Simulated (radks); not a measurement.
Values are calculated unless marked as measured or tabulated.
Ionisation of the krypton ion Kr+, [Ar] 3d10 4s2 4p5, to Kr2+, [Ar] 3d10 4s2 4p4, under several functionals. Scalar-relativistic Kohn-Sham, spin-unpolarised, spherical densities, finite nucleus; a radial shooting solver on a logarithmic mesh with Libxc functionals.

functional	E(Kr+) (hartree)	Exc (hartree)	IE (eV)	-e(HOMO) (eV)	<r> HOMO (bohr)	IE error (eV)
PBEsol	-2787.93011	-94.29614	25.178	19.546	1.826	+0.818
HCTH/407	-2791.56154	-98.09552	25.466	19.816	1.819	+1.106
exchange-only B88	-2788.45129	-94.82050	24.095	18.489	1.840	-0.265
LDA (Slater exchange, Perdew-Zunger correlation)	-2786.28697	-92.62946	25.338	19.700	1.827	+0.978
exchange-only PBE	-2787.99501	-94.35242	24.077	18.482	1.844	-0.283
LDA (Slater exchange, Perdew-Wang correlation)	-2786.28886	-92.63141	25.337	19.699	1.826	+0.977
RPBE	-2789.96306	-96.36069	25.143	19.518	1.829	+0.783
r2SCAN	-2790.18797	-96.51598	25.586	19.970	1.822	+1.226
SOGGA	-2787.66616	-94.03033	25.087	19.458	1.827	+0.727
PW91	-2790.27911	-96.68132	25.243	19.611	1.828	+0.884

NIST Atomic Spectra Database: 24.360 eV (measured). Closest: exchange-only B88. The Delta-SCF values span 1.51 eV, the total energies 5.27 hartree. The highest occupied level is 4p. Spin polarisation and multiplet splitting are left out, so open shells lie too high by an amount that depends on their filling.

Beside tabulated values, note that spin-unpolarised runs miss the spin-polarisation part of the exchange energy of open shells.
